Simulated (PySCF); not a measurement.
Compound: C6H8F2.
Geometry (PBE0-D3(BJ)/def2-SVP, Å), atoms numbered from 1 in this order:
```xyz
16
C6H8F2 angstrom
C      2.7086   -0.3131   -0.1640
C      1.4888   -0.9332    0.4469
C      0.2875   -0.9093   -0.0730
C     -0.9122   -0.8806   -0.5956
C     -1.9325    0.1930   -0.3373
C     -1.5073    1.3278    0.5539
F     -3.0424   -0.3999    0.1922
F     -2.3269    0.6931   -1.5446
H      3.1478    0.4338    0.5169
H      2.4765    0.1794   -1.1179
H      3.4823   -1.0764   -0.3461
H      1.6121   -1.4510    1.4081
H     -1.2519   -1.6734   -1.2732
H     -2.3474    2.0289    0.6471
H     -1.2370    0.9490    1.5476
H     -0.6438    1.8483    0.1210
```

Level: wB97X-D/def2-SVPD in PySCF, non-relativistic, on one gas-phase PBE0-D3(BJ)/def2-SVP geometry that isn't relaxed in the solvent. The solvent is an IEF-PCM continuum (cavity from Bondi-type radii × 1.2), and excitations are vertical TDDFT with non-equilibrium linear response and a frozen core. The model holds no explicit solvent molecules, cavitation or dispersion.

```json
{"run": "gas", "E − E(gas) (kcal/mol)": "0.00", "HOMO (eV)": "-9.54", "HOMO–LUMO gap (eV)": "11.05", "dipole (D)": "3.30", "lowest singlet (eV)": "5.74", "static polarisability (au)": "78.0"}
{"run": "P", "E − E(gas) (kcal/mol)": "-3.73", "HOMO (eV)": "-9.40", "HOMO–LUMO gap (eV)": "11.03", "dipole (D)": "4.12", "lowest singlet (eV)": "5.68", "static polarisability (au)": "99.6"}
{"run": "Q", "E − E(gas) (kcal/mol)": "-4.13", "HOMO (eV)": "-9.39", "HOMO–LUMO gap (eV)": "11.02", "dipole (D)": "4.22", "lowest singlet (eV)": "5.68", "static polarisability (au)": "102.7"}
```

Task: The runs were made in acetone and dichloromethane. Which run belongs to which solvent?

Result: P = dichloromethane, Q = acetone. The dielectric constants are 8.93 (dichloromethane), 20.49 (acetone), and the energy falls further as ε rises. The optical constants n² used for the excitations are 2.03, 1.85 in the same order. In this model the ground state sees the solvent through ε alone.

Task: How constant is the ratio of the lowering to (ε − 1)/(2ε + 1)?

Result: 
| solvent | (ε − 1)/(2ε + 1) | E − E(gas) (kcal/mol) | ratio (kcal/mol) | polarisation term (kcal/mol) |
| --- | --- | --- | --- | --- |
| dichloromethane | 0.420 | -3.73 | -8.9 | -4.21 |
| acetone | 0.464 | -4.13 | -8.9 | -4.72 |

The ratio changes by +0.3 % in size from dichloromethane to acetone. The polarisation term is half the interaction of the solute with the induced surface charges.

Cost: about 80 s of CPU time on one thread; the machine was shared, so the figure is rough. This is the whole response run at wB97X-D/def2-SVPD in acetone, SCF included.

Note: wB97X-D ran without an empirical dispersion term, which enters the total energy and its gradient alone.
